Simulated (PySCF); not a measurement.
1,1-dichloro-2,2-difluoroethane (C2H2Cl2F2), SMILES ClC(C(F)F)Cl.

Geometry optimised at PBE0-D3(BJ)/def2-SVP. One conformer was computed; it need not be the lowest.

Method: TDDFT-PBE/def2-SVPD run with PySCF 2.14.0.

Vertical excitations. 

Computed lowest excited states:
```json
[
 {"state": "S1", "energy (eV)": "6.30", "λ (nm)": "197", "f": "0.001", "main pairs": "HOMO→LUMO 97 %"},
 {"state": "S2", "energy (eV)": "6.63", "λ (nm)": "187", "f": "0.045", "main pairs": "HOMO−1→LUMO 95 %"},
 {"state": "S3", "energy (eV)": "6.72", "λ (nm)": "184", "f": "0.002", "main pairs": "HOMO−2→LUMO 53 %, HOMO→LUMO+1 45 %"},
 {"state": "S4", "energy (eV)": "6.90", "λ (nm)": "180", "f": "0.005", "main pairs": "HOMO−1→LUMO+1 72 %, HOMO−3→LUMO 25 %"},
 {"state": "S5", "energy (eV)": "7.00", "λ (nm)": "177", "f": "0.002", "main pairs": "HOMO→LUMO+1 53 %, HOMO−2→LUMO 45 %"},
 {"state": "S6", "energy (eV)": "7.20", "λ (nm)": "172", "f": "0.012", "main pairs": "HOMO−3→LUMO 71 %, HOMO−1→LUMO+1 25 %"},
 {"state": "S7", "energy (eV)": "7.39", "λ (nm)": "168", "f": "0.007", "main pairs": "HOMO−2→LUMO+1 94 %"},
 {"state": "S8", "energy (eV)": "7.56", "λ (nm)": "164", "f": "0.016", "main pairs": "HOMO→LUMO+2 95 %"},
 {"state": "S9", "energy (eV)": "7.62", "λ (nm)": "163", "f": "0.004", "main pairs": "HOMO−1→LUMO+2 63 %, HOMO−4→LUMO 20 %, HOMO−3→LUMO+1 14 %"},
 {"state": "S10", "energy (eV)": "7.65", "λ (nm)": "162", "f": "0.010", "main pairs": "HOMO−4→LUMO 65 %, HOMO−1→LUMO+2 28 %"},
 {"state": "T1", "energy (eV)": "5.90", "λ (nm)": "210", "f": "0", "main pairs": "HOMO→LUMO 96 %"},
 {"state": "T2", "energy (eV)": "5.93", "λ (nm)": "209", "f": "0", "main pairs": "HOMO−1→LUMO 97 %"},
 {"state": "T3", "energy (eV)": "6.31", "λ (nm)": "196", "f": "0", "main pairs": "HOMO−2→LUMO 61 %, HOMO→LUMO+1 38 %"},
 {"state": "T4", "energy (eV)": "6.50", "λ (nm)": "191", "f": "0", "main pairs": "HOMO−3→LUMO 52 %, HOMO−1→LUMO+1 46 %"}
]
```
Triplets are in the Tamm–Dancoff approximation, which puts them higher than full response would, so one can lie above its singlet here.
